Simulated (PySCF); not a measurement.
**How methods differ on the ionisation energy of Cr⁺**

Cr⁺ [Ar] 3d5 (6S) → Cr²⁺ [Ar] 3d4 (5D), as a difference of total energies. All numbers are calculated (PySCF 2.14, scalar relativity by spin-free X2C-1e, in aug-cc-pVDZ-DK (7s6p4d2f, 59 functions)). Correlated levels: valence: [Ar] frozen. The calculations carry no spin-orbit coupling.

```csv
method,ionisation energy (eV)
UHF,15.061
LDA,17.430
r2SCAN,16.846
MP2 (valence),15.992
SCS-MP2 (valence),15.371
```

How much does correlation contribute at MP2 (valence)?

15.992 − (15.061) = 0.931 eV, measured against UHF.

The reference lies between the lowest fine-structure levels, while these numbers refer to the centres of the terms.

Errors of the correlated levels include the incompleteness of this basis and the frozen core.

For comparison: 16.486 eV (measured; NIST Atomic Spectra Database, ionization energies).
